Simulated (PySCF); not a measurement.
# MoCl2: bending curve

These are results of PySCF, UPBE, basis Mo def2-SVP with ECP28, Cl def2-SVP (scalar-relativistic core potentials, no spin–orbit coupling, density fitting), not measurements.

Rigid scan from the quintet minimum (Mo–Cl 2.280 Å (×2); Cl–Mo–Cl 132.5°). Coordinate: the Cl–Mo–Cl angle, bonds fixed. Energies in kJ/mol from the minimum.

Predict the curve at 80, 90, 100, 110, 120, 130, 140, 150, 160, 170, 180.


| bond angle (°) | E (kJ/mol) | dipole size (D) | ⟨S²⟩ |
| --- | --- | --- | --- |
| 80 | 75.4 | 4.15 | 6.02 |
| 90 | 40.9 | 3.63 | 6.02 |
| 100 | 21.1 | 3.13 | 6.02 |
| 110 | 9.1 | 2.69 | 6.02 |
| 120 | 2.7 | 2.29 | 6.02 |
| 130 | 0.2 | 1.90 | 6.02 |
| 140 | 0.8 | 1.53 | 6.02 |
| 150 | 3.6 | 1.17 | 6.03 |
| 160 | 7.5 | 0.79 | 6.03 |
| 170 | 10.8 | 0.40 | 6.03 |
| 180 | 12.1 | 0.00 | 6.03 |

With the bonds held, the linear shape lies 12.1 kJ/mol from the minimum.

Other spin states or occupations of the open shell can lie lower.

Other isomers or separated fragments may lie lower.
